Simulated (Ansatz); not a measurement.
Cost and result for the atomization energy of `O[Si@H](F)[Si@H](O)Cl` (10 atoms, 9 bonds).

Z-matrix (Å, degrees):
```
Si
F 1 1.601
Si 1 2.343 2 108.2
O 1 1.634 2 110.3 3 -116.4
H 1 1.486 2 105.8 3 123.0
O 3 1.638 1 106.1 2 172.1
Cl 3 2.065 1 107.9 2 53.4
H 3 1.485 1 115.1 2 -63.9
H 4 0.959 1 119.4 2 -75.3
H 6 0.959 3 118.7 1 179.1
```

Total charge 0; spin multiplicity 1. The structure was optimised at the PBE0-D4/def2-TZVP level. It is one conformer, not always the lowest. Program: Ansatz. All runs use 2 threads of an AMD EPYC 7R13 on a shared host and a share of an NVIDIA H100 80 GB. Times are those of one run each, without the atoms' runs, and a repeat can differ threefold. Electronic energies, without spin–orbit coupling; frozen cores. CCSD(T)/CBS adds CCSD(T) − MP2 in def2-TZVPP to the MP2 limit, and its time is that of the two runs behind it. T1 = 0.012. B3LYP takes the VWN-RPA correlation (the form of Gaussian; ORCA's B3LYP/G).

CCSD(T)/CBS is a level of theory with its own doubt, some kJ/mol a heavy atom from the limit and from the frozen cores, so smaller differences don't rank the functionals.

| level | functions | wall time | atomization (kJ/mol) | difference from CCSD(T)/CBS | per bond |
| --- | --- | --- | --- | --- | --- |
| PBE-D4/def2-TZVPP (with forces) | 275 | 2.4 s | 3742.1 | 3.1 | 0.4 |
| PBE0-D4/def2-TZVPP | 275 | 2.4 s | 3664.4 | -74.6 | -8.3 |
| r2SCAN-D4/def2-TZVPP (with forces) | 275 | 2.6 s | 3720.3 | -18.7 | -2.1 |
| B3LYP-D4/def2-TZVPP (with forces) | 275 | 3.5 s | 3680.8 | -58.2 | -6.5 |
| MP2/def2-QZVPP | 501 | 3.8 s | 3800.5 | 61.5 | 6.8 |
| B2PLYP/def2-TZVPP | 275 | 3.9 s | 3658.2 | -80.8 | -9.0 |
| ωB97X-V/def2-TZVPP | 275 | 5.5 s | 3731.0 | -8.0 | -0.9 |
| CCSD(T)/def2-TZVPP | 275 | 7 s | 3609.5 | -129.5 | -14.4 |
| ωB97M-V/def2-TZVPP (with forces) | 275 | 7.5 s | 3722.2 | -16.8 | -1.9 |
| CCSD(T)/CBS(def2) | – | 11 s | 3739.0 | 0.0 | 0.0 |

In def2-TZVPP, CCSD(T) changes the Hartree–Fock value by +929.7 kJ/mol (the triples alone add +58.2 kJ/mol) and MP2 by +1042.4 kJ/mol; breaking electron pairs costs correlation energy, which Hartree–Fock lacks. The D4 term adds +42.5 kJ/mol with B3LYP and +22.4 kJ/mol with PBE0; it sums over pairs of atoms, weighted by their polarisabilities, and B3LYP, whose exchange is more repulsive, gets the larger term. From PBE to PBE0 (25 % exact exchange), in def2-TZVPP and without D4, the atomization energy moves by −74.0 kJ/mol: exact exchange takes away binding that semilocal exchange gives to molecules.
